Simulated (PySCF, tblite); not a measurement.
Isomers of C5H7N2OS (doublet state), one GFN2-xTB conformer each. Single-point energies are computed at B3LYP/pcH-1 (PySCF, gas phase, no added dispersion term), electronic only. GFN2-xTB treats the open shell by occupation alone, and not every SCF solution was tested for stability.

| SMILES | GFN2-xTB relative energy (kcal/mol) |
| --- | --- |
| CO[CH]Cc1cnsn1 | 7.9 |
| COC[CH]c1cnsn1 | 0.0 |

Conformers: `[CH3:1][O:2][CH:3][CH2:4][c:5]1[cH:6][n:7][s:8][n:9]1` (doublet state) with C1–O2–C3–C4 -156°, O2–C3–C4–C5 90°, C3–C4–C5–C6 -71°; `[CH3:1][O:2][CH2:3][CH:4][c:5]1[cH:6][n:7][s:8][n:9]1` (doublet state) with C1–O2–C3–C4 180°, O2–C3–C4–C5 180°, C3–C4–C5–C6 180°.

Q: What does B3LYP/pcH-1 give for the same structures?

A: 
| SMILES | B3LYP/pcH-1 E (Eh) | B3LYP/pcH-1 (kcal/mol) | GFN2-xTB (kcal/mol) | point group |
| --- | --- | --- | --- | --- |
| COC[CH]c1cnsn1 | -777.60626 | 0.0 | 0.0 | Cs |
| CO[CH]Cc1cnsn1 | -777.59411 | 7.6 | 7.9 | C1 |

Both levels put the same isomer lowest. 

Q: What happens when harmonic zero-point energies from GFN2-xTB frequencies are added?

A: 
```
        SMILES  ZPE (kcal/mol)  electronic (kcal/mol)  with ZPE (kcal/mol)
COC[CH]c1cnsn1            72.2                    0.0                  0.0
CO[CH]Cc1cnsn1            72.3                    7.6                  7.7
```

The zero-point energies span 0.1 kcal/mol. The order is unchanged.
